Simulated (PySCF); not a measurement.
Potential energy of CdH along the bond

Set-up: PySCF, scalar-relativistic core potentials, basis sets Cd cc-pVDZ-PP with ECP28, H cc-pVDZ. Energies in eV from Cd + H in their ground configurations at the same level. State: ²Σ⁺ (doublet), unpaired electrons σ ↑.

All columns are PBE0. A positive dipole means Cd(−)H(+).

```tsv
R (Å)	E (eV)	μ (D)	Mulliken charge on Cd (basis-dependent)	HOMO (eV)	LUMO (eV)	Mayer bond order	⟨S²⟩
1.520	-0.471	0.15	0.16	-5.10	-2.17	0.97	0.75
1.590	-0.662	-0.03	0.15	-5.19	-2.27	0.93	0.75
1.661	-0.768	-0.20	0.15	-5.27	-2.37	0.90	0.76
1.714	-0.806	-0.33	0.14	-5.34	-2.44	0.88	0.76
1.767	-0.816	-0.45	0.14	-5.40	-2.51	0.86	0.76
1.820	-0.805	-0.56	0.13	-5.46	-2.57	0.84	0.76
1.891	-0.766	-0.70	0.12	-5.55	-2.65	0.80	0.76
1.979	-0.692	-0.84	0.12	-5.66	-2.73	0.75	0.76
2.085	-0.584	-0.97	0.11	-5.79	-2.80	0.68	0.77
2.226	-0.437	-1.03	0.09	-5.95	-2.84	0.57	0.77
```

A fit through these points gives, at Re = 1.764 Å, μ = -0.44 D and dμ/dR = -2.23 D/Å; the reduced mass is 0.999 u.

Q: How strong is the fundamental in the double-harmonic approximation, I = 42.26·(dμ/dR)²/μred km/mol?

A: I = 42.26·(-2.23)²/0.999 = 210 km/mol at PBE0.

Spin–orbit coupling is left out. The state was picked by a PBE0 search and need not be the measured ground state.
